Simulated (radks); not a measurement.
The numbers below are computed, except where a source is named.
Question: The mean radii <r> (bohr) of the occupied orbitals of an atom or ion are listed with their occupations. Code: a radial shooting solver on a logarithmic mesh with Libxc functionals. Model: Dirac Kohn-Sham, LDA (Slater exchange, Perdew-Wang correlation), spin-unpolarised, spherical densities, point nucleus.

| orbital | occ. | <r> |
|---|---|---|
| 1s1/2 | 2 | 0.03432 |
| 2s1/2 | 2 | 0.1494 |
| 2p1/2 | 2 | 0.1272 |
| 2p3/2 | 4 | 0.1318 |
| 3s1/2 | 2 | 0.4160 |
| 3p1/2 | 2 | 0.4096 |
| 3p3/2 | 4 | 0.4203 |
| 3d3/2 | 4 | 0.3973 |
| 3d5/2 | 6 | 0.4008 |
| 4s1/2 | 2 | 1.057 |
| 4p1/2 | 2 | 1.151 |
| 4p3/2 | 4 | 1.182 |
| 4d3/2 | 4 | 1.695 |
| 4d5/2 | 1 | 1.716 |
| 5s1/2 | 1 | 3.208 |
| 5p1/2 | 1 | 4.364 |

Name the element and its charge. Open shells, if any, fill j = l - 1/2 first.

Answer: Z = 43, technetium, charge 0: Tc in [Kr] 4d5 5s1 5p1. The 1s radius gives Z: for a bare nucleus <r> = (2 gamma + 1)/(2Z) with gamma = sqrt(1 - (Z/c)^2), 0.03371 bohr for Z = 43, and screening makes it slightly larger (0.03432 here). The occupations add up to 43, and the charge is Z minus that.
